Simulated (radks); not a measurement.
The numbers below are computed, except where a source is named.
Problem. The mean radii <r> (bohr) of the occupied orbitals of an atom or ion are listed with their occupations. Level of theory: scalar-relativistic Kohn-Sham, SCAN, spin-polarised, spherical densities, finite nucleus; meta-GGA in the generalised Kohn-Sham scheme; Fermi nuclear charge, rms radius of each element as measured or else 0.836 A^(1/3) + 0.57 fm (a radial shooting solver on a logarithmic mesh with Libxc functionals).

| orbital | occ. | <r> |
|---|---|---|
| 1s up | 1 | 0.05033 |
| 1s down | 1 | 0.05033 |
| 2s up | 1 | 0.2257 |
| 2s down | 1 | 0.2251 |
| 2p up | 3 | 0.1982 |
| 2p down | 3 | 0.1976 |
| 3s up | 1 | 0.6306 |
| 3s down | 1 | 0.6346 |
| 3p up | 3 | 0.6373 |
| 3p down | 3 | 0.6423 |
| 3d up | 3 | 0.6233 |

Name the element and its charge. Open shells, if any, are filled with parallel spins first.

Solution. Z = 30, zinc, charge +9: Zn9+ in [Ar] 3d3. The 1s radius gives Z: for a bare nucleus <r> = (2 gamma + 1)/(2Z) with gamma = sqrt(1 - (Z/c)^2), 0.04919 bohr for Z = 30, and screening makes it slightly larger (0.05033 here). The occupations add up to 21, and the charge is Z minus that.
